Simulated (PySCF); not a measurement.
PySCF 2.14 calculation with geometry: PBE0-D3(BJ)/def2-SVP and NMR shieldings at PBE0/pcSseg-1/GIAO; one averaged value for each set of equivalent atoms, isolated molecule, one conformer, non-relativistic Hamiltonian.

References, each an isolated molecule treated in the same way: ¹H, ¹³C against TMS. Carbons bonded to boron are broad in practice. Shifts are as computed. Against solution values, carbons near 30 ppm lie about +2 ppm off and those near 130 ppm about +5 ppm; carbons on Cl a further +5 ppm. Of 1313 compounds with measured shifts, 239 miss one by over three times the rms of a fit or turn the order of signals round; such compounds aren't used in these exercises. Carbons bonded to Cl come out too deshielded. OH and NH positions are gas-phase values without hydrogen bonding to other molecules.

Q: Order these molecules by the shift of their most deshielded carbon, lowest δ first.
A. CN[SiH2]O[SiH3]
B. C[SiH2][SiH3]
C. C=C[SiH2][SiH2]Cl
D. [SiH3]/C=C\[SiH2]Cl
E. CO[SiH2]N[SiH3]
F. CC(=O)OCCB(F)F

A: B (-9.1 ppm, methyl carbon bonded to Si), A (32.6 ppm, methyl carbon bonded to N), E (49.9 ppm, methyl carbon bonded to O), C (148.2 ppm, terminal =CH2 carbon), D (161.2 ppm, alkene CH), F (174.6 ppm, ester carbonyl carbon).

Q: Order these molecules by the shift of their most deshielded carbon-bound hydrogen, lowest δ first.
A. [SiH3]C[SiH3]
B. [SiH3]/C=C\[SiH2]Cl
C. CN[SiH2]O[SiH3]
D. C=C[SiH2][SiH2]Cl
E. C[SiH2][SiH3]
F. CC(=O)OCCB(F)F

A: A (-0.22 ppm, hydrogen on an sp3 CH2 bonded to 2 Si), E (0.30 ppm, hydrogen on a methyl carbon bonded to Si), C (2.78 ppm, hydrogen on a methyl carbon bonded to N), F (4.03 ppm, hydrogen on an sp3 CH2 bonded to O), D (6.36 ppm, hydrogen on a terminal =CH2 carbon), B (7.46 ppm, hydrogen on an alkene CH).

Q: How many ¹³C and ¹H signals does each give (equivalence by symmetry and fast rotation, but not about amide C–N or C=N bonds)? `CC(=O)OCCB(F)F`, `[SiH3]/C=C(/[SiH3])Cl`, `CO[SiH2]N[SiH3]`, `C[SiH2][SiH3]`, `C=C[SiH2][SiH2]Cl`, `[SiH3]C[SiH3]`, `[SiH3]/C=C\[SiH2]Cl`, `CN[SiH2]O[SiH3]`

A: CC(=O)OCCB(F)F: 4 C, 3 H; [SiH3]/C=C(/[SiH3])Cl: 2 C, 3 H; CO[SiH2]N[SiH3]: 1 C, 4 H; C[SiH2][SiH3]: 1 C, 3 H; C=C[SiH2][SiH2]Cl: 2 C, 5 H; [SiH3]C[SiH3]: 1 C, 2 H; [SiH3]/C=C\[SiH2]Cl: 2 C, 4 H; CN[SiH2]O[SiH3]: 1 C, 4 H.
